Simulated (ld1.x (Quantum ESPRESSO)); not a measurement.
## Ranking TM potentials for oxygen (O)

All share these settings but for the change named:

oxygen, norm-conserving Troullier–Martins (Kleinman–Bylander form), made with ld1.x (Quantum ESPRESSO) 7.5 (PBE, scalar-relativistic). Core [He], reference 2s2 2p4. Waves: 2s (bound): rc 0.85 bohr; 3d channel at -0.05 Ry: rc 2.10 bohr; 2p (bound): rc 2.10 bohr. Local part: the p channel. Core correction: a·sin(br)/r model core inside 0.65 bohr.

Test errors are all-electron minus pseudo excitation energies from the reference, over 2s2 2p3; 2s2 2p2; 2s2 2p1; 2s1 2p4; 2s2 2p4.3; 2s0 2p6; 2s1 2p5. None of these files shows a bound ghost.

The base gives 2438.2 meV.

Of 12 variants that were run, those that failed, showed a ghost or another fault, or gave nearly equal values are left out.

A variant can come out equal or close to the base, since the largest error may sit in a test that the change hardly touches while other tests move.

Q: Rank these variants by their largest absolute test error, smallest first.
A. all radii but the core radius scaled by about 1.08 (s 0.92, p 2.26, d 2.26 bohr)
B. wave 2p (bound): rc 2.10 bohr becomes 2p (bound): rc 1.38 bohr
C. local potential all-electron potential smoothed inside 0.85 bohr (lloc = -1)

A: B (425.8 meV), C (2685.1 meV), A (3228.8 meV).
